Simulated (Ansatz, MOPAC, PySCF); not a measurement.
Complex: CH3Cl (SMILES CCl) (first 5 atoms) with C2H6 (SMILES CC); geometry from B3LYP-D3(BJ)/def2-TZVP, rigid monomers moved along the line of their centres of mass till H4···H8 is 3.38 Å.
(charge 0, multiplicity 1):
```xyz
13

C     -0.67174    -0.91114     0.84014
Cl    -0.84297     0.87419     0.79900
H     -0.58798    -1.26875    -0.18153
H      0.22179    -1.15511     1.40631
H     -1.55090    -1.32723     1.32201
C      0.97925     0.24938     5.30080
C     -0.37085    -0.44840     5.43592
H      1.30154     0.29405     4.25907
H      1.75413    -0.26750     5.87066
H      0.92956     1.27684     5.66592
H     -1.13579     0.06151     4.84800
H     -0.70612    -0.46710     6.47476
H     -0.32084    -1.48372     5.09113
```

Interaction energies are E(AB) − E(A) − E(B) at the monomers' geometry in the complex; basis-set methods are counterpoise corrected. Rows marked so take none.

Frozen-core correlation. Rows in 3-21G, 6-31G*, STO-3G carry no dispersion term and start afresh at each structure (6-31G* with six Cartesian d functions). MP2/6-31G* freezes PySCF's default core. The state reached by AM1, PM6 isn't checked.

Programs: Ansatz (Gaussian basis) for Hartree–Fock, density functionals and correlated methods; MOPAC for AM1, PM6 (differences of heats of formation); PySCF for 3-21G rows, 6-31G* rows, STO-3G rows, the dispersion terms. Values without a source in brackets are computed.

Other levels give for the interaction energy: PBE/def2-TZVPPD -1.1; B3LYP/def2-TZVPPD 0.5; B3LYP-D3(BJ)/def2-TZVPPD -2.4; wB97M-V/def2-TZVPPD -2.4; CCSD(T)/aug-cc-pV(D+d)Z -2.3 kJ/mol.

Problem. What do these common cheap choices give for the same quantity: AM1, PM6, HF/STO-3G (no counterpoise), HF/3-21G (no counterpoise), HF/6-31G* (no counterpoise), B3LYP/6-31G*, M06-2X/6-31G* (no counterpoise), MP2/6-31G* (no counterpoise)?

Solution. AM1 0.1; PM6 -0.4; HF/STO-3G (no counterpoise) -0.1; HF/3-21G (no counterpoise) -0.6; HF/6-31G* (no counterpoise) -0.4; B3LYP/6-31G* 0.5; M06-2X/6-31G* (no counterpoise) -2.3; MP2/6-31G* (no counterpoise) -1.7 kJ/mol. They span -2.3 to 0.5 kJ/mol.

Ansatz is a first-principles code.
